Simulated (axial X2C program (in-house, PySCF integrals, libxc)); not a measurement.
**Spin–orbit effects along a row: homonuclear dimers (ions), PBE0**

Computed with an axial X2C code built on PySCF integrals, spin-free (one-electron X2C) or two-component (2c: spin–orbit coupling with atomic mean-field Coulomb and Gaunt terms, which also bring small scalar terms), in Dyall basis sets with cores contracted in-house; open shells are unrestricted.

Basis sets: As dyall-acv3z, Br dyall-acv3z, Ca dyall-acv3z, Ga dyall-acv3z, Se dyall-acv3z.

```json
{"molecule": "Ca₂⁻", "spin-free state": "M_S = 1/2, Λ = 1", "Re (Å)": "3.825", "ωe (cm⁻¹)": "107.3", "De (eV)": "n/a", "2c state": "Ω = 1/2", "Re 2c (Å)": "3.823", "ωe 2c (cm⁻¹)": "107.4", "De 2c (eV)": "n/a"}
{"molecule": "Ga₂⁻", "spin-free state": "M_S = 3/2, Λ = 0", "Re (Å)": "2.506", "ωe (cm⁻¹)": "200.2", "De (eV)": "2.37", "2c state": "Ω = 3/2", "Re 2c (Å)": "2.507", "ωe 2c (cm⁻¹)": "199.9", "De 2c (eV)": "n/a"}
{"molecule": "As₂⁻", "spin-free state": "M_S = 1/2, Λ = 1", "Re (Å)": "2.177", "ωe (cm⁻¹)": "387.7", "De (eV)": "3.80", "2c state": "Ω = 1/2", "Re 2c (Å)": "2.179", "ωe 2c (cm⁻¹)": "386.4", "De 2c (eV)": "n/a"}
{"molecule": "Se₂⁻", "spin-free state": "M_S = 1/2, Λ = 1", "Re (Å)": "2.274", "ωe (cm⁻¹)": "328.2", "De (eV)": "3.42", "2c state": "Ω = 3/2", "Re 2c (Å)": "2.276", "ωe 2c (cm⁻¹)": "326.9", "De 2c (eV)": "3.45"}
{"molecule": "Br₂⁻", "spin-free state": "M_S = 1/2, Λ = 0", "Re (Å)": "2.867", "ωe (cm⁻¹)": "143.1", "De (eV)": "1.49", "2c state": "Ω = 1/2", "Re 2c (Å)": "2.876", "ωe 2c (cm⁻¹)": "140.0", "De 2c (eV)": "1.40"}
```

Fragments in 2c: Ca- + Ca, Ga- + Ga, As- + As, Se- + Se, Br- + Br. Each entry is the lowest single determinant of a limited PBE0 search at one distance. De goes to single-determinant-based atoms at the same level (for ions the charge split of lowest energy) and is withheld (n/a) where an atom does not fit its ground term or J level. Main or longest-lived isotopes. One determinant is a doubtful description, or other states lie close, for Ca₂⁻, Ga₂⁻; these need not be ground states, and all values refer to the states named. With several unpaired electrons the Ω given is that of one determinant, not necessarily of the lowest component. The functionals have no current term, which raises determinants with orbital currents.
